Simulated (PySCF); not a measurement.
## GeBr and its ions

PW91; Ge def2-TZVPPD, Br def2-TZVPPD; no relativity (PySCF 2.14). Neutral (UKS): doublet (π ↑), Re = 2.345 Å, ωe = 285 cm⁻¹, De = 3.92 eV, HOMO -4.21 eV, LUMO -4.08 eV.

GeBr⁻ (UKS): triplet (π ↑↑), Re = 2.544 Å, ωe = 195 cm⁻¹, De = 1.76 eV to Ge + Br⁻. The energies at the minima are -4651.46194 hartree for GeBr and -4651.51348 for GeBr⁻.

Task: Work out the adiabatic electron affinity, without and with harmonic zero-point energies (1 hartree = 27.2114 eV, 1 eV = 8065.5 cm⁻¹), and the change of the bond length.

Result: At PW91: 0.05154 hartree = 1.402 eV between the minima; the zero-point term (285.0 − 195.0)/2 cm⁻¹ = +0.006 eV makes it 1.408 eV. Re changes by +19.9 pm against the neutral. The electron enters a π orbital, and the longer bond of the ion fits an antibonding orbital, or a change in how ionic the bond is.

Spin–orbit coupling is left out. For an ion De counts to the pair picked by the measured ionisation energies or electron affinities, which need not be the lowest pair at this level. The highest Kohn–Sham level is positive in this anion. Much of that is self-interaction error, but it also means that the finite basis helps to hold the extra electron. States were picked by a PBE0 search and need not be the measured ground states.
